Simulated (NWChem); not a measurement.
System meant: CH5ClGeO; SMILES [O]([GeH2][Cl])C

Input file for NWChem:

```
start job
memory heap 200 mb stack 900 mb global 1100 mb
geometry units angstroms noautoz
  Ge     0.684805    -0.030055    -0.005841
  Cl    -0.754741    -1.683134    -0.011888
  O     -0.103864     1.457468    -0.586127
  C     -1.160189     2.028227     0.182300
  H      1.780841    -0.345896    -1.033107
  H      1.138139     0.129029     1.463145
  H     -2.054590     1.392640     0.170637
  H     -0.862412     2.204135     1.226231
  H     -1.408389     2.991325    -0.273848
end
basis spherical
  * library def2-svp
end
dft
  xc pbe0
  iterations 4
  mulliken
end
task dft energy
```

End of the output:

```
    Atom       Charge   Shell Charges
 -----------   ------   -------------------------------------------------------
    1 Ge  32    31.69   2.00  2.00  1.93  0.76  0.35  5.99  5.82  1.32  0.97  7.82  2.04  0.69
    2 Cl  17    17.06   2.00  1.96  1.05  0.80  5.82  2.24  3.18  0.02
    3 O    8     8.27   1.97  0.92  0.61  2.71  2.04  0.02
    4 C    6     5.93   1.96  0.58  0.31  1.82  1.14  0.12
    5 H    1     1.05   0.61  0.41  0.03
    6 H    1     1.06   0.61  0.42  0.03
    7 H    1     0.98   0.65  0.27  0.07
    8 H    1     0.99   0.65  0.27  0.07
    9 H    1     0.97   0.65  0.26  0.06

 center of mass
 --------------
 x =   0.10306683 y =  -0.10726342 z =  -0.01890628

 moments of inertia (a.u.)
 ------------------
         744.935901571509           0.000000000000           0.000000000000
           0.000000000000         329.324896301077           0.000000000000
           0.000000000000           0.000000000000        1001.526713050273

     Multipole analysis of the density
     ---------------------------------

     L   x y z        total         alpha         beta         nuclear
     -   - - -        -----         -----         ----         -------
     0   0 0 0     -0.000000    -34.000000    -34.000000     68.000000

     1   1 0 0      0.263993      0.131997      0.131997     -0.000000
     1   0 1 0      0.434263      0.217132      0.217132      0.000000
     1   0 0 1      0.474932      0.237466      0.237466     -0.000000

     2   2 0 0    -29.980197    -94.655070    -94.655070    159.329943
     2   1 1 0     -2.344113      8.612579      8.612579    -19.569271
     2   1 0 1     -0.235147      1.550544      1.550544     -3.336235
     2   0 2 0    -33.242602   -204.974704   -204.974704    376.706806
     2   0 1 1      1.449988     -1.822509     -1.822509      5.095007
     2   0 0 2    -32.493150    -29.787711    -29.787711     27.082272

 ------------------------------------------------------------------------
 dft energy failed                                                                                  0
 ------------------------------------------------------------------------
 ------------------------------------------------------------------------
  current input line :
    22: task dft energy
 ------------------------------------------------------------------------
 ------------------------------------------------------------------------
 This type of error is most commonly associated with calculations not reaching convergence criteria
 ------------------------------------------------------------------------
 For more information see the NWChem manual at https://nwchemgit.github.io

0:dft energy failed:Received an Error in Communication
```

**Question.** What is wrong, and how is it mended?

**Answer.** Convergence was not reached. Cause: the SCF was allowed too few iterations. This input runs:
```
start job
memory heap 200 mb stack 900 mb global 1100 mb
geometry units angstroms noautoz
  Ge     0.684805    -0.030055    -0.005841
  Cl    -0.754741    -1.683134    -0.011888
  O     -0.103864     1.457468    -0.586127
  C     -1.160189     2.028227     0.182300
  H      1.780841    -0.345896    -1.033107
  H      1.138139     0.129029     1.463145
  H     -2.054590     1.392640     0.170637
  H     -0.862412     2.204135     1.226231
  H     -1.408389     2.991325    -0.273848
end
basis spherical
  * library def2-svp
end
dft
  xc pbe0
  iterations 150
  mulliken
end
task dft energy
```
It converges to -2652.54772 Ha (PBE0/def2-SVP).
